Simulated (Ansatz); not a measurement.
The inner images of a band of BFH3N + FH (8 atoms, charge 0, multiplicity 1) are given out of order.

The calculation used RKS r2SCAN-D4/def2-SVP (Ansatz).

Image 0:

```xyz
8
Properties=species:S:1:pos:R:3
B 0.040 -0.257 0.236
N 0.010 -0.126 1.646
H -0.824 -0.366 2.175
H 0.863 -0.145 2.195
H 1.072 -0.168 -0.376
F -1.106 -0.481 -0.400
F -0.307 2.463 0.776
H -0.207 1.679 1.287
```

Image 8:

```xyz
8
Properties=species:S:1:pos:R:3
B 0.040 0.401 0.086
N -0.107 0.212 1.758
H -0.364 -0.747 2.000
H 0.765 0.447 2.236
H 0.941 -0.364 -0.240
F -1.219 0.066 -0.364
F 0.327 1.744 -0.037
H -0.841 0.839 2.098
```

Q: Put them in order from the first end to the last, with their energies above the first end.
A.
```xyz
8
Properties=species:S:1:pos:R:3
B 0.035 0.394 0.084
N -0.096 0.221 1.763
H -0.529 -0.673 2.000
H 0.812 0.280 2.226
H 1.003 -0.288 -0.233
F -1.188 -0.066 -0.358
F 0.194 1.756 -0.064
H -0.690 0.975 2.121
```
B.
```xyz
8
Properties=species:S:1:pos:R:3
B -0.018 0.332 0.101
N -0.024 0.191 1.773
H -0.815 -0.338 2.145
H 0.841 -0.104 2.225
H 1.063 -0.049 -0.318
F -1.125 -0.361 -0.324
F -0.203 1.727 0.052
H -0.178 1.199 1.886
```
C.
```xyz
8
Properties=species:S:1:pos:R:3
B -0.002 0.374 0.074
N -0.048 0.239 1.776
H -0.775 -0.426 2.048
H 0.840 -0.053 2.187
H 1.063 -0.118 -0.272
F -1.132 -0.317 -0.312
F -0.111 1.738 -0.108
H -0.293 1.161 2.145
```
D.
```xyz
8
Properties=species:S:1:pos:R:3
B -0.012 0.250 0.174
N -0.020 0.160 1.772
H -0.811 -0.353 2.169
H 0.845 -0.127 2.232
H 1.059 -0.019 -0.326
F -1.129 -0.340 -0.326
F -0.216 1.778 0.253
H -0.173 1.250 1.590
```
E.
```xyz
8
Properties=species:S:1:pos:R:3
B 0.020 0.384 0.078
N -0.075 0.232 1.770
H -0.668 -0.564 2.016
H 0.839 0.110 2.208
H 1.041 -0.208 -0.246
F -1.162 -0.193 -0.337
F 0.048 1.753 -0.094
H -0.502 1.084 2.143
```
F.
```xyz
8
Properties=species:S:1:pos:R:3
B 0.003 0.105 0.246
N -0.010 0.078 1.759
H -0.806 -0.400 2.177
H 0.853 -0.179 2.231
H 1.054 0.002 -0.335
F -1.132 -0.320 -0.330
F -0.232 1.890 0.410
H -0.189 1.422 1.381
```
G.
```xyz
8
Properties=species:S:1:pos:R:3
B 0.029 -0.111 0.272
N 0.011 -0.085 1.705
H -0.815 -0.416 2.196
H 0.868 -0.204 2.234
H 1.058 -0.028 -0.343
F -1.125 -0.335 -0.352
F -0.278 2.184 0.540
H -0.206 1.594 1.287
```

A: G (+0.07 eV), F (+0.32 eV), D (-0.27 eV), B (-0.92 eV), C (-1.06 eV), E (-1.07 eV), A (-1.09 eV).

The run took 110 s on 2 threads of Intel(R) Xeon(R) Platinum 8488C (Sapphire Rapids) (shared host), peak memory 0.17 GiB.
